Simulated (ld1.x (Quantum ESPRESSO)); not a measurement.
## PBE TM semilocal dataset for F, scalar-relativistic all-electron reference.

F, norm-conserving Troullier–Martins (semilocal form), made with ld1.x (Quantum ESPRESSO) 7.5 (PBE, scalar-relativistic). Core [He], reference 2s2 2p5. Waves: 2s (bound): rc 0.60 bohr; 2p (bound): rc 1.70 bohr; 3d channel at 0.35 Ry: rc 1.85 bohr. Local part: the d channel. Core correction: none.

All-electron outer shells of the reference configuration (PBE, scalar-relativistic, ld1.x):

| shell | level (eV) | outermost node (bohr) | outermost maximum (bohr) |
| --- | --- | --- | --- |
| 1s | -663.37 | – | 0.11 |
| 2s | -29.90 | 0.24 | 0.76 |
| 2p | -11.11 | – | 0.71 |

(1) Estimate the cutoffs (Ry, on a coarse ladder) from which the occupation-weighted sum of valence levels, in a spherical-Bessel basis at the reference potential, stays within 10 and 1 mRy of its value at 400 Ry.

(2) Which valence shell sets the plane-wave cutoff?

(3) Tests: 2s2 2p4; 2s2 2p3; 2s2 2p2; 2s2 2p5.3; 2s2 2p1; 2s1 2p5; 2s2 2p4.5. Which has the largest error in its energy relative to the reference configuration, and how large is it?

## Answers

(1) 180 Ry and 260 Ry.

(2) 2s: its level needs 230 Ry to come within 1 mRy, against 60 Ry for 2p.

(3) 2s2 2p1, with +4375 meV (all-electron minus pseudo) on +204.21 eV.
